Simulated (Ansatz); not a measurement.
Geometry optimisation, RKS PBE0/def2-SVP in Ansatz 0.2.0.

Input:

```yaml
crystal:
  periodic: [false, false, false]
  atoms:
    - { symbol: "N", position_ang: [0.0521, 0.499, -1.8831] }
    - { symbol: Sb, position_ang: [1.0993, 1.0948, -0.202] }
    - { symbol: Si, position_ang: [0.0268, -0.7317, 1.1689] }
    - { symbol: H, position_ang: [0.3942, -0.4045, -2.1644] }
    - { symbol: H, position_ang: [-0.9935, 0.4558, -1.6191] }
    - { symbol: H, position_ang: [-0.1292, 2.269, 0.2939] }
    - { symbol: H, position_ang: [0.6441, -2.029, 0.7788] }
    - { symbol: H, position_ang: [-1.3567, -0.7192, 0.9624] }
    - { symbol: H, position_ang: [0.3512, -0.4806, 2.6475] }
basis:
  gaussian: { orbitals: def2-SVP }
hamiltonian:
  xc: pbe0
relax:
  f_tol: 0.015
  max_steps: 40
output:
  orbitals: {}
```

Launched with:

```bash
$ ansatz run input.yaml --threads 1 --pin off --max-ram 2048MiB --backend cpu --events-out ev --progress --plain --runs-dir out
```

Task: Where does it end, and by what steps?

Result: The forces met the threshold. After 6 steps the energy has fallen by 0.323 eV; H4 moved furthest, 0.52 Å.

```tsv
step	energy less start (eV)	largest force component (eV/Å)	accepted
0	0.0000	2.274	yes
1	-0.2598	0.849	yes
2	-0.3016	0.641	yes
3	-0.3176	0.173	yes
4	-0.3192	0.201	yes
5	-0.3231	0.016	yes
6	-0.3232	0.006	yes
```

```xyz
9
Properties=species:S:1:pos:R:3
N -0.037 0.616 -1.949
Sb 1.097 1.030 -0.269
Si 0.037 -0.739 1.311
H 0.455 -0.049 -2.545
H -0.946 0.209 -1.731
H 0.003 2.221 0.311
H 0.597 -2.088 0.982
H -1.448 -0.800 1.124
H 0.330 -0.446 2.749
```

Whether the end is a true minimum wasn't checked by a vibrational analysis.

Time of the run: 33 s on 1 CPU thread of a shared host.
